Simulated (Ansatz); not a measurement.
Mulliken charges of FH$_{4}$IN$_{2}$Zr (`[NH2][Zr]([NH2])([F])[I]`) from r2SCAN/def2-TZVPP in Ansatz (PBE0-D4/def2-TZVP geometry).

```tsv
atom	x (Å)	y (Å)	z (Å)	charge (e)
N1	0.858	1.462	-0.195	-0.589
Zr2	-0.198	-0.198	-0.604	1.183
N3	-0.247	-1.278	1.095	-0.586
F4	0.627	-1.218	-1.984	-0.382
I5	-2.784	0.496	-1.259	-0.278
H6	1.761	1.713	-0.576	0.164
H7	0.511	2.235	0.359	0.166
H8	0.063	-0.984	2.010	0.163
H9	-0.591	-2.228	1.154	0.158
```

Task: By hand: the dipole of these point charges (1 e Å = 4.8032 D).

Result: Σ q r = (0.230, 0.120, 0.342) e Å, of length 0.429 e Å = 2.06 D.

Task: How does the dipole of the full density compare? (Estimate.)

Result: The calculation gave: (0.486, 0.127, 0.541) e Å, 3.55 D; the point charges give 0.58 times that, at 10° from its direction.

Point charges leave out the atoms' own dipoles, such as those of lone pairs, and Mulliken's split depends on the basis, so the two needn't agree.
